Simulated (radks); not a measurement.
Spherical jellium clusters: N electrons in a uniform positive sphere of charge N and radius rs N^(1/3), rs = 5.08 bohr. Calculated with a radial shooting solver with Libxc functionals: non-relativistic Kohn-Sham, PBE, spin-polarised, spherical densities. Levels are named by radial order and angular momentum (1s, 1p, 1d, 2s, ...), and open shells are averaged over m.

N = 7, configuration 1s2 1p(up 3, down 2). This is the lowest configuration that the search found. Occupied levels:

level    occupation  eigenvalue (eV)  <r> (bohr)
1s up             1          -3.4722       6.613
1s down           1          -3.3566       6.450
1p up             3          -2.6668       7.779
1p down           2          -2.5094       7.756

Energy (eV): total -12.2535, kinetic 7.9952, external -162.84, Hartree 80.819, exchange-correlation -20.554, background 82.326.

Electron density:

r (bohr)  n(r) (e/bohr^3)
0.703            0.001262
1.49             0.001403
2.27             0.001621
3.05             0.001877
3.83             0.002118
4.62             0.002287
5.40             0.002331
6.18             0.002217
6.97             0.001947
7.75             0.001563
8.53             0.001138
9.32            0.0007451
10.1            0.0004404
10.9            0.0002420
11.7            0.0001262
12.4           0.00006459
13.2           0.00003246
14.0           0.00001592
14.8            7.773e-06
15.6            3.748e-06
